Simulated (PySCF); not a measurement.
## Ne²⁺: ionisation energy

Ne²⁺ [He] 2s2 2p4 (3P) → Ne³⁺ [He] 2s2 2p3 (4S), as a difference of total energies. All numbers are calculated (PySCF 2.14, scalar relativity by spin-free X2C-1e, in aug-cc-pCVTZ-DK with one added diffuse shell each of s, p, d, f type (8s7p5d3f, 75 functions)). Correlated levels: valence: 1s2 frozen. The calculations carry no spin-orbit coupling.

| method | ionisation energy (eV) |
| --- | --- |
| UHF | 61.805 |
| MP2 (valence) | 63.029 |
| SCS-MP2 (valence) | 63.142 |
| CCSD (valence) | 63.060 |
| CCSD(T) (valence) | 63.079 |

A first-order spin-orbit estimate (lowest level to lowest level, LS coupling) adds 0.037 eV.

Errors of the correlated levels include the incompleteness of this basis and the frozen core.

Problem. Which method comes closest to the reference value, and which is furthest?

Solution. The reference is 63.423 eV (measured; NIST Atomic Spectra Database, ionization energies). Closest: SCS-MP2 (valence) (error -0.244 eV); furthest: UHF (error -1.581 eV), both after the spin-orbit estimate.
